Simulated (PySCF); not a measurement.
C2H8GeOSi, SMILES C[Si@H]1O[CH2][GeH2]1. Atoms are numbered in the order given.

```xyz
13

C      2.6154    -0.5714    -0.4347
Si     1.1495     0.1761     0.4743
O      0.5124     1.5499    -0.3307
C     -0.8857     1.3135    -0.5884
Ge    -1.0875    -0.5840     0.1104
H      2.9797    -1.4717     0.1020
H      2.3438    -0.8600    -1.4690
H      3.4498     0.1590    -0.4814
H      1.5675     0.5021     1.8879
H     -1.1037     1.4153    -1.6737
H     -1.5197     2.0427    -0.0374
H     -1.3824    -1.6464    -0.9863
H     -2.1066    -0.7691     1.2686
```
Charge 0, spin multiplicity 1.

Geometry optimised at PBE-D3(BJ)/def2-SVP. The structure was generated by enumeration; whether it is a known compound was not checked.

All values below come from PBE-D3(BJ)/def2-SVP run with PySCF.

Frequencies are harmonic and unscaled.

Computed vibrational spectrum:
| mode | ν (cm⁻¹) | IR (km/mol) | moving atoms (share of kinetic energy) |
|---|---|---|---|
| 1 | 70 | 2.1 | C 36 %, H 33 %, O 26 % |
| 2 | 126 | 1.4 | C 36 %, H 35 %, Si 13 %, Ge 12 % |
| 3 | 147 | 0.2 | H 97 % |
| 4 | 215 | 6.7 | H 32 %, O 27 %, Si 22 %, C 19 % |
| 5 | 329 | 1.2 | Si 39 %, Ge 30 %, H 23 % |
| 6 | 342 | 3.2 | O 27 %, H 27 %, Ge 20 %, C 17 %, Si 9 % |
| 7 | 381 | 7.1 | H 58 %, Si 20 %, O 9 % |
| 8 | 488 | 5.2 | H 95 % |
| 9 | 556 | 20.0 | H 64 %, C 30 % |
| 10 | 604 | 67.5 | H 51 %, C 39 % |
| 11 | 629 | 4.5 | H 66 %, C 21 %, O 10 % |
| 12 | 664 | 16.2 | H 68 %, C 18 % |
| 13 | 712 | 28.9 | H 60 %, O 15 %, Si 14 %, C 10 % |
| 14 | 748 | 47.1 | H 37 %, Si 27 %, C 24 %, O 12 % |
| 15 | 783 | 13.5 | H 76 %, C 22 % |
| 16 | 802 | 137.7 | H 48 %, Si 25 %, O 17 %, C 10 % |
| 17 | 837 | 53.7 | H 94 % |
| 18 | 885 | 152.6 | H 76 %, Si 11 %, C 11 % |
| 19 | 1003 | 122.7 | C 47 %, O 46 % |
| 20 | 1159 | 0.3 | H 90 % |
| 21 | 1192 | 11.8 | H 76 %, C 17 % |
| 22 | 1209 | 21.5 | H 78 %, C 21 % |
| 23 | 1371 | 3.4 | H 96 % |
| 24 | 1378 | 4.9 | H 96 % |
| 25 | 1417 | 0.6 | H 93 % |
| 26 | 2046 | 123.6 | H 99 % |
| 27 | 2066 | 110.0 | H 98 % |
| 28 | 2126 | 168.6 | H 97 % |
| 29 | 2959 | 50.6 | H 95 % |
| 30 | 2973 | 1.0 | H 97 % |
| 31 | 3018 | 19.5 | H 90 %, C 10 % |
| 32 | 3071 | 1.4 | H 91 %, C 9 % |
| 33 | 3087 | 1.5 | H 91 %, C 9 % |
